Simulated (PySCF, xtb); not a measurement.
F4Te, SMILES F[Te-](F)(F)F, charge -1, multiplicity 2.

The structure is a stationary point at B3LYP-D3(BJ)/def2-SVPD. The def2 effective core potentials stand for the cores of Te; spin–orbit coupling is left out.

Computed with IEF-PCM-B3LYP/def2-SVPD (PySCF).

The values are the electrostatic part of the solvation free energy, E(continuum) − E(gas) at the gas-phase geometry, in a cavity of scaled van der Waals radii (PySCF's table); cavitation and dispersion terms are not included.

Task: Estimate the values in water (ε = 78.36), 1-octanol (ε = 9.86), cyclohexanone (ε = 15.62). (An estimate is asked for; the answer gives what the named calculation found.)

Result: 
| solvent | ε | ΔG(elec) (kcal/mol) |
|---|---|---|
| water | 78.36 | -57.6 |
| 1-octanol | 9.86 | -51.9 |
| cyclohexanone | 15.62 | -54.3 |

For comparison, GFN2-xTB/ALPB(water) (xtb, at the GFN2-xTB geometry, all terms of that model) gives -62.5 kcal/mol.
